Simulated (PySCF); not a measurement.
CH7NOSi2, SMILES C1N[SiH2]O[SiH2]1. Heavy atoms are numbered as in [CH2:1]1[NH:2][SiH2:3][O:4][SiH2:5]1. Hydrogens are named by the atom that carries them.

Geometry optimised at PBE0-D3(BJ)/def2-SVP. The structure was generated by enumeration, and PubChem lists no compound with its InChIKey, so it may never have been made. Other conformers were not sampled.

The numbers are results of PBE0/pcSseg-1 (PySCF), not measurements.

GIAO shieldings, no solvent; atoms alike by connectivity are averaged. δ = σ(ref) − σ: ¹³C against TMS (σ = 186.3 ppm); ¹⁵N against NH3 (σ = 267.4 ppm); ²⁹Si against TMS (σ = 352.7 ppm); ¹⁷O against H2O (σ = 334.2 ppm); ¹H against TMS (σ = 31.56 ppm), references at their B3LYP-D3(BJ)/def2-TZVP geometries, non-relativistic.

| nucleus | atoms | count | δ (ppm) |
|---|---|---|---|
| ¹³C | C1 (CH2) | 1 | 28.4 |
| ¹⁵N | N2 (NH) | 1 | 14.6 |
| ²⁹Si | Si5 (SiH2) | 1 | -3.3 |
| ²⁹Si | Si3 (SiH2) | 1 | -12.6 |
| ¹⁷O | O4 | 1 | 24.3 |
| ¹H | H on Si3 | 2 | 5.56 |
| ¹H | H on Si5 | 2 | 5.40 |
| ¹H | H on C1 | 2 | 2.89 |
| ¹H | H on N2 | 1 | 0.20 |
